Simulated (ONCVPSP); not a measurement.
terbium: one change to an ONCV potential, before and after

ONCVPSP 4.0.1 input, shortened (lines: element, Z, core and valence counts, functional; n l f; lmax; l rc ep ncon nbas qcut; lloc lpopt rc5 dvloc0; l nproj debl; icmod fcfact rcfact), LDA (Perdew-Wang 92), scalar-relativistic:

```
  Tb 65.00   10    5  -001012      upf
    1    0    2.00
    2    0    2.00
    2    1    6.00
    3    0    2.00
    3    1    6.00
    3    2   10.00
    4    0    2.00
    4    1    6.00
    4    2   10.00
    4    3    8.00
    5    0    2.00
    5    1    6.00
    5    2    1.00
    6    0    1.50
    6    1    0.50
    2
    0    2.45    0.00    3    6    4.40
    1    2.75    0.00    3    7    5.40
    2    2.85    0.00    5   10    4.90
    4    5    2.00    6.00
    0    2    1.30
    1    2    1.40
    2    1    0.30
    1    0.25    0.00
```

Change: core correction polynomial model core, fcfact 0.48.

Cutoffs: the cutoffs (Ha) at which the residual kinetic energy of the hardest occupied pseudo-wave falls to 1 and 0.1 mHa per electron; they do not see the model core or the augmentation charge, which bear on the density cutoff. Errors are all-electron minus pseudo energies relative to the spin-unpolarised reference configuration.

Task: What does the change do?

Result: The potential gets neither clearly harder nor softer (8.2 Ha and 9.9 Ha → 8.2 Ha and 9.9 Ha); the errors of the 4 common tests hardly move; neither file shows a bound ghost. A model core, the more so a compact one, raises the density cutoff, which this test does not measure.

```tsv
quantity	base	changed
cutoff, loose	8.2 Ha	8.2 Ha
cutoff, tight	9.9 Ha	9.9 Ha
bound ghosts	none	none
GHOST(+) flags under 300 eV	none	none
error for 5s2 5p6 5d1 6s2 6p0, meV [ΔE -1.49 eV]	-0.2	-0.2
error for 5s2 5p6 5d1 6s1 6p0, meV [ΔE 5.46 eV]	-3.0	-3.0
error for 5s2 5p6 5d1 6s0 6p0, meV [ΔE 17.99 eV]	-25	-26
error for 5s1 5p6 5d1 6s2 6p0, meV [ΔE 55.62 eV]	-746	-765
s: phases at 2.49 bohr within 0.05 rad from the reference energy up to (Ha; the scan ends near 5)	4.6	4.6
p: phases at 2.79 bohr within 0.05 rad from the reference energy up to (Ha; the scan ends near 5)	3.3	3.3
d: phases at 2.89 bohr within 0.05 rad from the reference energy up to (Ha; the scan ends near 5)	1.0	1.0
rms error of d²Exc/dni dnj with the model core, mHa	1.03	0.61
```
